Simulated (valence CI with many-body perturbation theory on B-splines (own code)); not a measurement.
# Level structure of Gd14+

Level of theory: relativistic CI+MBPT: four valence electrons over a frozen Dirac-Fock core [Kr] 4d10, radial functions for each j: 8 s, 8 p, 9 d, 9 f, 6 g, 3 h, 2 i, with the one-electron correlation potential Σ1 (screened to all orders), the two-electron term Σ2, the three-electron term Σ3, Breit, model QED; selected single and double excitations, second order for the rest, scaled by the run's own slope (own B-spline code, finite nucleus).

No measured spectrum was set against this ion. As an estimate, terms of the open shell hold to a few per cent of their energy, and close levels can change places; configurations with another count of f electrons can be misplaced by thousands of cm⁻¹. Core correlation moves these levels by up to 44000 cm⁻¹, and in measured spectra 5 to 20 % of such shifts remained as error; rates that hang on mixing are uncertain with them.

Levels 1 to 45 of 64, with energies above the lowest level, 4f3 5s 5I°_4. "Leading %" is the weight of the configuration and term that name the level; weights of strongly mixed levels are sums over their largest components and can fall short. In the jj column 3d3/2^4 stands for four electrons in 3d with j = 3/2. Lifetimes count E1, E2, E3, M1 and M2 decay at the calculated energies, and are blank where another channel may lead or the interval is too uncertain; long ones can be off by a factor of two.

```
No.  Configuration  Term  J  E (eV)  Leading %  Lifetime  Second component               Leading jj
  1         4f3 5s   5I°  4  0.0000         96              4 % 4f3 5s 3H°        4f5/2^3 5s (64 %)
  2         4f3 5s   5I°  5  0.3514         94    745 ms                    4f5/2^2 4f7/2 5s (59 %)
  3         4f3 5s   5I°  6  0.7961         96    289 ms                    4f5/2^2 4f7/2 5s (69 %)
  4         4f3 5s   5I°  7   1.287         98    244 ms                    4f5/2 4f7/2^2 5s (74 %)
  5         4f3 5s   5I°  8   1.801         98    353 ms                          4f7/2^3 5s (47 %)
  6         4f3 5s   3I°  5   2.108         88    113 ms    5 % 4f3 5s 1H°  4f5/2^2 4f7/2 5s (49 %)
  7         4f3 5s   5F°  1   2.651         93              7 % 4f3 5s 3D°        4f5/2^3 5s (44 %)
  8            4f4    5I  4   2.670         95    10.0 s        4 % 4f4 3H     4f5/2^3 4f7/2 (39 %)
  9         4f3 5s   5F°  2   2.827         93    5.75 s    5 % 4f3 5s 3D°  4f5/2^2 4f7/2 5s (54 %)
 10         4f3 5s   3I°  6   2.884         93    105 ms                    4f5/2 4f7/2^2 5s (53 %)
 11            4f4    5I  5   3.060         97    515 ms                       4f5/2^3 4f7/2 (65 %)
 12         4f3 5s   5F°  3   3.078         95    1.80 s                    4f5/2^2 4f7/2 5s (67 %)
 13         4f3 5s   5F°  4   3.234         55   97.8 ms   26 % 4f3 5s 3H°  4f5/2^2 4f7/2 5s (59 %)
 14         4f3 5s   5S°  2   3.260         92    9.89 s    6 % 4f3 5s 3P°  4f5/2^2 4f7/2 5s (55 %)
 15         4f3 5s   5F°  5   3.300         43    113 ms   24 % 4f3 5s 3G°  4f5/2^2 4f7/2 5s (69 %)
 16            4f4    5I  6   3.468         98    355 ms                     4f5/2^2 4f7/2^2 (71 %)
 17         4f3 5s   3H°  4   3.476         51   49.9 ms   38 % 4f3 5s 5F°  4f5/2 4f7/2^2 5s (49 %)
 18         4f3 5s   3I°  7   3.618         94    153 ms                    4f5/2 4f7/2^2 5s (52 %)
 19         4f3 5s   5F°  5   3.847         45   63.3 ms   44 % 4f3 5s 3H°  4f5/2 4f7/2^2 5s (81 %)
 20            4f4    5I  7   3.881         96    369 ms                     4f5/2^2 4f7/2^2 (45 %)
 21         4f3 5s   5G°  2   3.968         97    3.98 s                          4f5/2^3 5s (41 %)
 22         4f3 5s   5G°  3   4.084         76    299 ms   21 % 4f3 5s 3G°  4f5/2^2 4f7/2 5s (76 %)
 23         4f3 5s   3H°  6   4.250         81   64.1 ms   14 % 4f3 5s 5G°  4f5/2 4f7/2^2 5s (75 %)
 24            4f4    5I  8   4.292         93    524 ms        7 % 4f4 3K     4f5/2 4f7/2^3 (43 %)
 25        4f2 5s2    3H  4   4.390         88   9.07 ms    5 % 4f2 5s2 1G      4f5/2^2 5s^2 (86 %)
 26         4f3 5s   5G°  4   4.398         75    123 ms   12 % 4f3 5s 3G°  4f5/2^2 4f7/2 5s (68 %)
 27         4f3 5s   3G°  3   4.524         63    101 ms   21 % 4f3 5s 5G°  4f5/2^2 4f7/2 5s (69 %)
 28         4f3 5s   3F°  2   4.594         78    185 ms    9 % 4f3 5s 1D°  4f5/2^2 4f7/2 5s (49 %)
 29         4f3 5s   5G°  5   4.869         76   87.7 ms   16 % 4f3 5s 3H°  4f5/2 4f7/2^2 5s (70 %)
 30         4f3 5s   3K°  6   4.879         96   49.5 ms                    4f5/2^2 4f7/2 5s (63 %)
 31         4f3 5s   3S°  1   4.899         54    129 ms   20 % 4f3 5s 3P°  4f5/2^2 4f7/2 5s (64 %)
 32         4f3 5s   1H°  5   4.954         58   41.9 ms   11 % 4f3 5s 3G°  4f5/2 4f7/2^2 5s (66 %)
 33         4f3 5s   3G°  4   4.967         64   61.1 ms   19 % 4f3 5s 5G°  4f5/2 4f7/2^2 5s (69 %)
 34         4f3 5s   3K°  7   5.059         87   41.9 ms    8 % 4f3 5s 1K°  4f5/2^2 4f7/2 5s (65 %)
 35        4f2 5s2    3H  5   5.215         93   7.04 ms        5 % 4f4 3H  4f5/2 4f7/2 5s^2 (93 %)
 36         4f3 5s   3F°  3   5.226         73   90.6 ms   14 % 4f3 5s 3G°  4f5/2 4f7/2^2 5s (69 %)
 37         4f3 5s   3F°  4   5.233         53   80.3 ms   38 % 4f3 5s 1G°  4f5/2 4f7/2^2 5s (51 %)
 38            4f4    5F  1   5.336         93   10.4 ms        7 % 4f4 3D     4f5/2^3 4f7/2 (73 %)
 39         4f3 5s   5G°  6   5.346         82    135 ms   17 % 4f3 5s 3H°        4f7/2^3 5s (49 %)
 40            4f4    5F  2   5.387         75   9.48 ms   10 % 4f2 5s2 3F   4f5/2^2 4f7/2^2 (39 %)
 41         4f3 5s   3K°  8   5.459         91   31.8 ms    5 % 4f3 5s 3L°  4f5/2^2 4f7/2 5s (50 %)
 42         4f3 5s   3P°  2   5.460         40   38.6 ms   35 % 4f3 5s 3D°  4f5/2 4f7/2^2 5s (53 %)
 43            4f4    5F  3   5.631         89   11.6 ms        4 % 4f4 3F     4f5/2^3 4f7/2 (56 %)
 44         4f3 5s   3D°  1   5.632         41   43.3 ms   38 % 4f3 5s 3S°  4f5/2 4f7/2^2 5s (73 %)
 45        4f2 5s2    3F  2   5.665         78   5.71 ms       13 % 4f4 5F      4f5/2^2 5s^2 (62 %)
```

Names give the largest LS component (configuration and term), which can be under half, so a name can repeat, a term be missing and a line seem to break the LS rules; names also repeat where a configuration has a term twice.

Where two levels of one J and parity lie close, their mixing, g and order are uncertain.

The ionisation energy to 4f3 4I°_9/2 of the next ion comes out as 284.5 eV (NIST: 288 ± 15 eV (theoretical)). All 64 levels together are meant to be complete up to 6.617 eV.
